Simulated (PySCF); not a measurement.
Isomers of C5H10OSi, from PBE0-D3(BJ)/def2-SVP geometry optimisation, gas phase (PySCF). One conformer each, no zero-point energy, no frequencies.

Question: Which isomer lies lower at this level?
A. `[CH2:1]=[CH:2]/[CH:3]=[C:4](/[CH3:5])[O:6][SiH3:7]` with C1–C2–C3–C4 180°, C3–C4–O6–Si7 170°: A = 4205, B = 1097, C = 884.5 MHz, dipole 2.04 D
B. `[CH2:1]=[CH:2][CH2:3][SiH2:4][O:5][CH:6]=[CH2:7]` with C1–C2–C3–Si4 110°, C2–C3–Si4–O5 58°, C3–Si4–O5–C6 -154°, Si4–O5–C6–C7 -163°: A = 4198, B = 1017, C = 890.3 MHz, dipole 1.07 D

Answer: A. That is `O(/C(=C\C=C)C)[SiH3]`, 3.1 kcal/mol below the other.

| SMILES | mapped SMILES | E (Eh) | relative (kcal/mol) | relative (kJ/mol) | dipole (D) |
| --- | --- | --- | --- | --- | --- |
| C=C/C=C(/C)O[SiH3] | [CH2:1]=[CH:2]/[CH:3]=[C:4](/[CH3:5])[O:6][SiH3:7] | -560.53250 | 0.0 | 0.0 | 2.04 |
| C=CC[SiH2]OC=C | [CH2:1]=[CH:2][CH2:3][SiH2:4][O:5][CH:6]=[CH2:7] | -560.52762 | 3.1 | 12.8 | 1.07 |

As drawn, the higher has an Si–C bond, which the lower lacks.
